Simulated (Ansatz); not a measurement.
Input for Ansatz (development build ahead of 0.2.0):

```yaml
crystal:
  periodic: [false, false, false]
  atoms:
    - { symbol: W, position_ang: [0.0, 0.0, 0.0] }
basis:
  gaussian: { orbitals: def2-TZVPP }
magnetization:
  spin_polarized: true
  initial_magnetization: 4
hamiltonian:
  xc: hf
```

The input is written out in the form of the current development build from the run's settings. The basis set brings a core potential for W, so the total leaves out those core electrons.

Output:

```yaml
Converged: yes
Total_energy: -66.32163 hartree
Spin_squared_of_the_determinant: 6.263
```

Caution: the unrestricted determinant is spin contaminated.
